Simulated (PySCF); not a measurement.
H3ClSiTe (SMILES [SiH3][Te]Cl), singlet, geometry from GFN2-xTB (core potentials on Te); HF/def2-SVP, polarisability by finite fields in PySCF.

Input for PySCF:
```python
from pyscf import gto, scf

mol = gto.M(
    atom='''
Te   -0.023267   -0.083550    0.661818
Cl   -0.998738   -1.354383   -1.065243
Si    1.032289    1.552036   -0.912410
H     2.012848    0.910409   -1.781913
H     1.690752    2.497590   -0.021451
H     0.032794    2.232598   -1.728281
''',
    basis='def2-svp',
    ecp={'Te': 'def2-svp'},
    charge=0,
    spin=0,
    verbose=4,
)

mf = scf.RHF(mol)
mf.conv_tol = 1e-11
mf.kernel()
h0, z, done = mf.get_hcore(), mol.intor('int1e_r')[2], []
def energy(F):
    f = mf.copy()
    f.scf_summary = {}
    f.get_hcore = lambda *a: h0 + F * z
    e = f.kernel(mf.make_rdm1())
    done.append(f.converged)
    return e
F = 0.05
alpha = -(energy(F) + energy(-F) - 2 * mf.e_tot) / F**2
print('alpha_zz =', alpha)
```

Output, abridged:

```
PySCF version 2.14.0

[INPUT] verbose = 4
[INPUT] num. atoms = 6
[INPUT] num. electrons = 58
[INPUT] charge = 0
[INPUT] spin (= nelec alpha-beta = 2S) = 0
[INPUT] symmetry False subgroup None
[INPUT] Mole.unit = angstrom
[INPUT] Symbol           X                Y                Z      unit          X                Y                Z       unit  Magmom
[...]
nuclear repulsion = 232.284503467511
number of shells = 35
number of NR pGTOs = 154
number of NR cGTOs = 77
basis = def2-svp
ecp = {'Te': 'def2-svp'}

******** <class 'pyscf.scf.hf.RHF'> ********
method = RHF
initial guess = minao
damping factor = 0
level_shift factor = 0
DIIS = <class 'pyscf.scf.diis.CDIIS'>
diis_start_cycle = 1
diis_space = 8
diis_damp = 0
SCF conv_tol = 1e-11
SCF conv_tol_grad = None
SCF max_cycles = 50
direct_scf = True
direct_scf_tol = 1e-13
Set gradient conv threshold to 3.16228e-06
Initial guess from minao.
init E= -988.401135441581
[...]
cycle= 1 E= -1015.44192748691  delta_E=  -27  |g|= 2.26  |ddm|=  7.4
[...]
cycle= 2 E= -1015.94338010109  delta_E= -0.501  |g|= 1.66  |ddm|= 7.23
[...]
cycle= 3 E= -1016.92774984423  delta_E= -0.984  |g|= 0.212  |ddm|= 4.85
[...]
cycle= 4 E= -1016.95329284291  delta_E= -0.0255  |g|= 0.0541  |ddm|= 0.451
[...]
cycle= 5 E= -1016.9554745358  delta_E= -0.00218  |g|= 0.0161  |ddm|= 0.162
[...]
cycle= 6 E= -1016.95571200941  delta_E= -0.000237  |g|= 0.00391  |ddm|= 0.0584
[...]
cycle= 7 E= -1016.95572959477  delta_E= -1.76e-05  |g|= 0.00152  |ddm|= 0.0141
[...]
cycle= 8 E= -1016.95573227842  delta_E= -2.68e-06  |g|= 0.000505  |ddm|= 0.00547
[...]
cycle= 9 E= -1016.95573263838  delta_E= -3.6e-07  |g|= 0.000154  |ddm|= 0.00221
[...]
cycle= 10 E= -1016.95573267379  delta_E= -3.54e-08  |g|= 5.78e-05  |ddm|= 0.000663
[...]
cycle= 11 E= -1016.95573267914  delta_E= -5.35e-09  |g|= 1.95e-05  |ddm|= 0.000266
[...]
cycle= 12 E= -1016.95573267977  delta_E= -6.33e-10  |g|= 5.35e-06  |ddm|= 9.88e-05
[...]
cycle= 13 E= -1016.95573267982  delta_E= -4.91e-11  |g|= 1.75e-06  |ddm|= 2.74e-05
[...]
cycle= 14 E= -1016.95573267983  delta_E= -7.73e-12  |g|= 8.14e-07  |ddm|= 8.4e-06
[...]
Extra cycle  E= -1016.95573267983  delta_E= -3.64e-12  |g|= 5.21e-07  |ddm|= 2.85e-06
converged SCF energy = -1016.95573267983

******** <class 'pyscf.scf.hf.RHF'> ********
method = RHF
initial guess = minao
damping factor = 0
level_shift factor = 0
DIIS = <class 'pyscf.scf.diis.CDIIS'>
diis_start_cycle = 1
diis_space = 8
diis_damp = 0
SCF conv_tol = 1e-11
SCF conv_tol_grad = None
[...]
[...]
cycle= 3 E= -1018.80487507832  delta_E= -0.00101  |g|= 0.0141  |ddm|= 0.0921
[...]
cycle= 4 E= -1018.80503164677  delta_E= -0.000157  |g|= 0.003  |ddm|= 0.0564
[...]
cycle= 5 E= -1018.80504158788  delta_E= -9.94e-06  |g|= 0.000976  |ddm|= 0.012
[...]
cycle= 6 E= -1018.80504284358  delta_E= -1.26e-06  |g|= 0.000276  |ddm|= 0.00516
[...]
cycle= 7 E= -1018.80504294298  delta_E= -9.94e-08  |g|= 7.39e-05  |ddm|= 0.00158
[...]
cycle= 8 E= -1018.80504295077  delta_E= -7.79e-09  |g|= 1.75e-05  |ddm|= 0.000471
[...]
cycle= 9 E= -1018.80504295117  delta_E= -3.92e-10  |g|= 4.85e-06  |ddm|= 8.13e-05
[...]
cycle= 10 E= -1018.80504295121  delta_E= -3.91e-11  |g|= 1.36e-06  |ddm|= 1.98e-05
[...]
cycle= 11 E= -1018.8050429512  delta_E= 6.37e-12  |g|= 5.05e-07  |ddm|= 5.64e-06
[...]
Extra cycle  E= -1018.8050429512  delta_E= -3.18e-12  |g|= 2.76e-07  |ddm|= 1.83e-06
converged SCF energy = -1018.8050429512

******** <class 'pyscf.scf.hf.RHF'> ********
method = RHF
initial guess = minao
damping factor = 0
level_shift factor = 0
DIIS = <class 'pyscf.scf.diis.CDIIS'>
diis_start_cycle = 1
diis_space = 8
diis_damp = 0
SCF conv_tol = 1e-11
SCF conv_tol_grad = None
SCF max_cycles = 50
direct_scf = True
direct_scf_tol = 1e-13
Set gradient conv threshold to 3.16228e-06
init E= -1015.18885434862
[...]
cycle= 1 E= -1015.26434811968  delta_E= -0.0755  |g|= 0.157  |ddm|= 1.07
[...]
cycle= 2 E= -1015.27241765682  delta_E= -0.00807  |g|= 0.0676  |ddm|= 0.388
[...]
cycle= 3 E= -1015.27415649105  delta_E= -0.00174  |g|= 0.0179  |ddm|= 0.108
[...]
cycle= 4 E= -1015.27439917072  delta_E= -0.000243  |g|= 0.00483  |ddm|= 0.066
[...]
cycle= 5 E= -1015.27442384611  delta_E= -2.47e-05  |g|= 0.00171  |ddm|= 0.0197
[...]
cycle= 6 E= -1015.27442708183  delta_E= -3.24e-06  |g|= 0.000558  |ddm|= 0.00626
[...]
cycle= 7 E= -1015.27442762616  delta_E= -5.44e-07  |g|= 0.000231  |ddm|= 0.00264
[...]
cycle= 8 E= -1015.27442774235  delta_E= -1.16e-07  |g|= 7.41e-05  |ddm|= 0.00139
[...]
cycle= 9 E= -1015.27442775413  delta_E= -1.18e-08  |g|= 1.66e-05  |ddm|= 0.000513
[...]
cycle= 10 E= -1015.27442775453  delta_E= -3.98e-10  |g|= 4.39e-06  |ddm|= 9.45e-05
[...]
cycle= 11 E= -1015.27442775455  delta_E= -1.98e-11  |g|= 1.5e-06  |ddm|= 1.65e-05
[...]
cycle= 12 E= -1015.27442775455  delta_E=    0  |g|= 4.91e-07  |ddm|= 7.06e-06
[...]
Extra cycle  E= -1015.27442775455  delta_E= 4.55e-13  |g|= 2.83e-07  |ddm|= 1.62e-06
converged SCF energy = -1015.27442775455
alpha_zz = 67.20213843527743
```
